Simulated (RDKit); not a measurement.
RDKit input (MMFF94):

```python
from rdkit import Chem
from rdkit.Chem import AllChem, rdDetermineBonds

mol = Chem.MolFromXYZFile('mol.xyz')
rdDetermineBonds.DetermineBonds(mol, charge=-1)
print('SMILES', Chem.MolToSmiles(Chem.RemoveHs(mol)))
ff = AllChem.MMFFGetMoleculeForceField(mol, AllChem.MMFFGetMoleculeProperties(mol))
e0 = ff.CalcEnergy()
flag = ff.Minimize(maxIts=5000, forceTol=1e-5)
print(f'energy {e0:.4f} -> {ff.CalcEnergy():.4f} kcal/mol, converged: {flag == 0}')
print(Chem.MolToXYZBlock(mol))
```
mol.xyz:
```
10

C      1.60391100     0.16073300     0.18610100
C      0.41228000    -0.75592800    -0.11930400
C     -0.88188300    -0.28173700     0.50118600
F     -1.31338600     0.85857400    -0.39198900
H      1.40617600     1.16159400    -0.20643100
H      1.73055100     0.25306500     1.26918000
H      2.54164000    -0.20225100    -0.25993300
H      0.36727500    -0.87762800    -1.22897400
H      0.61502500    -1.75524100     0.29544500
H     -1.64604300    -1.04511800     0.25071500
```

Output:

```
SMILES CC[CH-]F
energy 18.8498 -> -2.0308 kcal/mol, converged: True
10

C      1.532472    0.238845    0.062601
C      0.496058   -0.865229   -0.063311
C     -0.887176   -0.375162    0.148837
F     -1.218448    0.927029    0.066825
H      1.370026    1.022246   -0.685453
H      1.498969    0.702273    1.054460
H      2.537949   -0.167306   -0.087333
H      0.565036   -1.320890   -1.056733
H      0.710879   -1.649547    0.670355
H     -1.770219   -0.996198    0.185748
```

The dipole moment of an ion depends on the origin.

The geometry given is a B3LYP-D3(BJ)/def2-TZVP minimum.
